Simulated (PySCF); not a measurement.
Computed IR spectrum (relative IR intensity) of a molecule C₃H₉BO₂. Geometry: r2SCAN-D4/def2-SVP. One conformer was computed; it need not be the lowest. All values below come from r2SCAN-D4/def2-SVP run with PySCF. No scaling factor is applied to the harmonic values.

| ν (cm⁻¹) | relative intensity |
|---|---|
| 82 | 2.0 |
| 499 | 7.0 |
| 590 | 29 |
| 744 | 26 |
| 766 | 4.6 |
| 929 | 15 |
| 962 | 35 |
| 1015 | 45 |
| 1176 | 51 |
| 1181 | 100 |
| 1230 | 14 |
| 1243 | 3.5 |
| 1299 | 21 |
| 1379 | 40 |
| 1400 | 81 |
| 1430 | 16 |
| 1443 | 4.6 |
| 1454 | 3.6 |
| 1457 | 17 |
| 1466 | 13 |
| 1494 | 4.1 |
| 2889 | 34 |
| 2916 | 36 |
| 2941 | 45 |
| 2999 | 42 |
| 3103 | 6.1 |
| 3128 | 25 |
| 3838 | 26 |

**Question.** Which molecule gave these data?
A) CB(O)CCO
B) COCB(C)O
C) CCOB(C)O
D) COB(C)OC

**Answer.** B, COCB(C)O
